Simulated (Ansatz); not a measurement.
`C[SiH2][SiH](O)F` + H₂ → `C[SiH2][SiH2]F` + H₂O at 298.15 K and 1 bar (hydrogenolysis of the Si–O bond).

Gas-phase electronic energies from Ansatz, PBE0-D4/def2-TZVP geometries. CBS: MP2 limit from def2 TZ/QZ plus the TZ coupled-cluster correction, frozen cores. This one scheme is used for every species. One conformer a species, not always the lowest.

```tsv
species	CCSD(T)/CBS energy (Eh)	H − E (kJ/mol)	S (J/(mol·K))
`C[SiH2][SiH](O)F`	-795.51430	235.2	379.0
H₂	-1.17544	35.1	130.4
`C[SiH2][SiH2]F`	-720.27653	214.8	350.6
H₂O	-76.37941	66.4	188.7
```

H − E and S are ideal-gas, rigid-rotor, harmonic terms from PBE0-D4/def2-TZVP, for one conformer and one mirror image of each species. The MP2-based limit puts H₂ 0.8 mEh under its directly extrapolated value; such offsets cancel only in part. 1 Eh = 2625.50 kJ/mol, R = 8.31446 J/(mol·K).

Problem. By hand: ΔE, ΔH, ΔS and ΔG.

Solution. ΔE = (-720.27653) + (-76.37941) − (-795.51430) − (-1.17544) = 0.03380 Eh = 88.7 kJ/mol. Δ(H − E) = 214.8 + 66.4 − 235.2 − 35.1 = 10.9, so ΔH = 99.6 kJ/mol. ΔS = 350.6 + 188.7 − 379.0 − 130.4 = 29.9 J/(mol·K). ΔG = 99.6 − 298.15 × (29.9)/1000 = 90.7 kJ/mol.

Problem. By hand: the equilibrium constant, and the temperature at which ΔG would vanish if ΔH and ΔS stayed fixed.

Solution. log₁₀ K = −ΔG/(RT ln 10) = -15.9. ΔG = 0 at ΔH/ΔS = 3331 K, far beyond where these terms or the molecules hold.

ΔH outweighs TΔS. A doubt of 5 kJ/mol in ΔE shifts log₁₀ K by 0.9 here. Other conformers and mirror images would add mixing entropy, several J/(mol·K) or more a flexible species. Modes under 60 cm⁻¹, often nearly free rotors, make the harmonic entropy too high. These are equilibria of isolated gas molecules and say nothing of rates. Largest T1 diagnostic: 0.012 (customary marks: 0.02 for closed shells, 0.045 for open ones).
